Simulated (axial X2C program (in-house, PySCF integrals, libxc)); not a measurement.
# Density and ELF of ReH

All values were computed with an in-house relativistic program for diatomic molecules. Spin-free means the one-electron spin-free X2C Hamiltonian. Basis: Re dyall-cv3z [13s14p9d7f4g], H dyall-v3z [6s2p1d] (cores contracted in-house); Gaussian nuclei, density fitting, unrestricted open shells. Masses: Re 186.956 u, H 1.008 u.

PBE0, without spin–orbit coupling, state M_S = 2, Λ = 0 (beyond evenly filled blocks: π+α, π-α, δ+α, δ-α); Re at z = 0, H at z = 1.630 Å.

The maps cover the half plane through the axis: z from -2.4 to 3.6 Å along the bond, ρ from 0.15 to 2.25 Å away from it.

log10 of the density in e/bohr³:

```
 ρ\z  -2.4  -1.8  -1.2  -0.6   0.0   0.6   1.2   1.8   2.4   3.0   3.6
0.15  -3.4  -2.7  -1.6  -0.1   1.8  -0.1  -0.8  -0.8  -1.8  -2.9  -3.9
0.45  -3.4  -2.7  -1.7  -0.4   0.4  -0.4  -1.1  -1.2  -2.0  -3.0  -3.9
0.75  -3.4  -2.7  -1.8  -0.9  -0.4  -0.9  -1.4  -1.6  -2.3  -3.2  -4.0
1.05  -3.5  -2.8  -2.0  -1.4  -1.1  -1.4  -1.8  -2.1  -2.6  -3.4  -4.2
1.35  -3.6  -2.9  -2.2  -1.7  -1.5  -1.8  -2.1  -2.5  -3.0  -3.7  -4.4
1.65  -3.7  -3.1  -2.5  -2.1  -1.9  -2.1  -2.5  -2.9  -3.4  -4.0  -4.7
1.95  -3.8  -3.3  -2.8  -2.4  -2.3  -2.5  -2.8  -3.2  -3.7  -4.3  -5.0
2.25  -4.0  -3.5  -3.0  -2.7  -2.7  -2.8  -3.1  -3.6  -4.0  -4.6  -5.2
```

Electron localisation function (collinear form, no current term, damped to 0 at low density):

```
 ρ\z  -2.4  -1.8  -1.2  -0.6   0.0   0.6   1.2   1.8   2.4   3.0   3.6
0.15  0.01  0.01  0.09  0.65  0.27  0.56  0.91  1.00  1.00  0.86  0.01
0.45  0.01  0.02  0.10  0.60  0.35  0.53  0.79  1.00  0.99  0.77  0.01
0.75  0.02  0.05  0.15  0.44  0.58  0.37  0.57  0.96  0.96  0.50  0.00
1.05  0.02  0.10  0.27  0.41  0.42  0.30  0.35  0.76  0.77  0.16  0.00
1.35  0.03  0.16  0.39  0.50  0.46  0.34  0.22  0.34  0.31  0.03  0.00
1.65  0.02  0.20  0.45  0.57  0.54  0.38  0.15  0.11  0.06  0.00  0.00
1.95  0.01  0.16  0.44  0.57  0.55  0.37  0.12  0.04  0.01  0.00  0.00
2.25  0.00  0.07  0.35  0.51  0.50  0.32  0.09  0.01  0.00  0.00  0.00
```

Axial spin density in 10⁻³ e/bohr³:

```
 ρ\z  -2.4  -1.8  -1.2   -0.6    0.0    0.6   1.2    1.8   2.4   3.0  3.6
0.15  -0.1   0.3   5.3   43.8  141.1   47.3  -3.8  -21.0  -2.6  -0.3  0.0
0.45   0.0   0.5   9.1  103.8   73.6  102.8   5.5   -7.2  -1.6  -0.2  0.0
0.75   0.0   0.7   8.9   65.8  100.2   63.9   8.1   -1.6  -0.7  -0.1  0.0
1.05   0.0   0.5   5.6   26.3   37.7   25.5   5.5    0.0  -0.3  -0.1  0.0
1.35   0.0   0.3   2.6    8.9   11.8    8.7   2.8    0.3  -0.1   0.0  0.0
1.65   0.0   0.1   1.0    2.7    3.5    2.8   1.1    0.2   0.0   0.0  0.0
1.95   0.0   0.0   0.2    0.7    0.9    0.8   0.4    0.1   0.0   0.0  0.0
2.25   0.0   0.0   0.0    0.1    0.1    0.2   0.1    0.0   0.0   0.0  0.0
```

The state is one determinant whose occupation by symmetry is held fixed; it was picked as the lowest of a PBE0 search that is not exhaustive.
